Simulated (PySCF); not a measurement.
# Cost of excited-state runs on [C$_{7}$H$_{10}$BO$_{2}$]-, charge -1

Geometry:
```
atom   x (Å)   y (Å)   z (Å)
  C1  -1.853   0.680   0.285
  B2  -0.483  -0.030   0.794
  C3  -0.622  -1.635   1.005
  C4   0.814   0.381  -0.101
  C5   1.666   1.115   0.793
  C6   1.060   1.176   2.023
  O7  -0.097   0.606   2.173
  C8   1.031   0.080  -1.430
  C9   2.187   0.460  -2.185
 O10   2.414   0.210  -3.364
 H11  -1.752   1.777   0.214
 H12  -2.701   0.464   0.960
 H13  -2.128   0.314  -0.721
 H14  -1.458  -1.889   1.683
 H15  -0.813  -2.137   0.040
 H16   0.297  -2.081   1.426
 H17   2.638   1.568   0.585
 H18   1.482   1.677   2.908
 H19   0.276  -0.495  -1.980
 H20   2.947   1.050  -1.598
```

Total charge -1.

PySCF with density fitting, on 1 thread of an AMD EPYC 9R45 96-Core, shared host. Command: `OMP_NUM_THREADS=1 python excited_run.py task.json out`

(1) How long does each of these runs take, and how much memory?
- first hyperpolarisability, CAM-B3LYP/aug-cc-pVDZ; writes grids
- excited states, wB97X-D/aug-cc-pVDZ; Tamm-Dancoff; spin-orbit couplings; 6 states; 5 triplets; quadratic response for 4 states; writes grids
- excited states, CAM-B3LYP/aug-cc-pVDZ; two-photon moments; 8 states; quadratic response for 6 states; 0 triplets

## Answers

(1) 
| run | level | basis functions | wall time | peak memory (GiB) |
| --- | --- | --- | --- | --- |
| first hyperpolarisability | CAM-B3LYP/aug-cc-pVDZ | 320 | 69 s | 1.5 |
| excited states | wB97X-D/aug-cc-pVDZ | 320 | 70 s | 1.4 |
| excited states | CAM-B3LYP/aug-cc-pVDZ | 320 | 76 s | 1.5 |

Times from a shared host are rough.
